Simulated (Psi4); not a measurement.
C4H3S, charge -1, singlet, geometry from GFN2-xTB (a gas-phase anion, which may not be bound at this level). Base run: PBE/6-31G (Psi4).

The Psi4 input:
```
memory 2 GB

molecule {
-1 1
  S    -0.00537468   -0.04815724    1.21841919
  C     0.01986202    1.30772605   -0.16320033
  C    -0.01696070   -1.17565525   -0.08708173
  C     0.01720962    0.81295480   -1.37105401
  C    -0.00405720   -0.62093181   -1.32562868
  H     0.03299419    2.30566269    0.24093354
  H    -0.03341327   -2.22952851    0.16092592
  H    -0.00990838   -1.25018105   -2.21477794
}

set basis 6-31g

energy('pbe')
print_variables()
```

Variants of this job, named by their change:

```tsv
change	ΔE vs base (µEh)	SCF cycles	grid points	basis functions
base	0.0	11	170023	55
scf_initial_accelerator = none	0.0	11	170023	55
scf_type = dfdirj+link	1.3	11	170023	55
dft_spherical_points = 974	2.4	11	547461	55
level_shift = 0.3	0.0	10	170023	55
guess = modhuckel	0.0	12	170023	55
guess = gwh	0.0	13	170023	55
scf_type = direct	40.6	13	170023	55
cholesky_tolerance = 1e-6 (with scf_type cd)	38.7	11	170023	55
df_basis_scf = cc-pvtz-jkfit	26.6	11	170023	55
d_convergence = 1e-8	0.0	14	170023	55
dft_basis_tolerance = 1e-8	0.0	11	167780	55
scf_initial_accelerator = ediis	0.0	11	170023	55
```

A gas-phase anion may not be bound at this level; its values then depend on the basis.
